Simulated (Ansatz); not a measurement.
Input for Ansatz (a first-principles code): R-revPBE/def2-TZVPPD on HF (SMILES F) with ghost functions. Files ending in .json are basis or fitting sets from the Basis Set Exchange.

Ansatz 0.2 input:
```yaml
crystal:
  periodic: [false, false, false]
  atoms:
    - {symbol: F, position_ang: [0.28764885, -0.34802433, 3.87962579]}
    - {symbol: H, position_ang: [0.09128515, -0.35689835, 2.96177547]}
basis:
  gaussian:
    orbitals: def2-TZVPPD.json
    ghost_atoms:
      - {symbol: O, position_ang: [1.10913440, 0.83477917, 0.23364021]}
      - {symbol: B, position_ang: [0.02755447, 0.03404821, 0.15971813]}
      - {symbol: O, position_ang: [-0.45671767, -0.51683024, 1.31371576]}
      - {symbol: F, position_ang: [-0.58259768, -0.23591742, -1.00411102]}
      - {symbol: H, position_ang: [1.39923321, 1.19001917, -0.61204094]}
      - {symbol: H, position_ang: [-1.22973408, -1.07785301, 1.19297458]}
hamiltonian:
  xc: {name: revPBE}
scf: {lower_state_search: off}
```

Output:

```
WARN ansatz: RAYON_NUM_THREADS=1 ignored (pool sized by the plan → 1); use --threads N
Functional definition: revPBE
these checks for a lower state are left out or cut short: stability, starts, cluster_reference, orbital_swaps, neighbouring_geometries, increment
integrals: 0.15 GiB planned
1057 factors; their error is unknown
mean field: 1.12 GiB planned
mean field evaluation 1: about -2732.0533 eV, gradient 3.4e1 eV
mean field evaluation 2: about -2725.8833 eV, gradient 7.5e1 eV
mean field evaluation 4: about -2733.6828 eV, gradient 4.8e-1 eV
mean field evaluation 8: about -2733.6816 eV, gradient 1.2e-3 eV
mean field -2733.68162798 eV, -100.4609468723 hartree, gradient 4.1e-6 eV, S^2 0.000000; 0 other end points of the search recorded, 0 dependent functions left out
reference -2733.68167101 eV, -100.4609484536 hartree; 5, 5 occupied and 243, 243 virtual orbitals, 1057 factors
Total energy: -2733.68167101 eV, -100.4609484536 hartree
Checks for a lower state left out: stability, starts, cluster_reference, orbital_swaps, neighbouring_geometries, increment
```

The calculation finished and met its thresholds.

Cost: about 1.5 core-seconds (a rough figure).
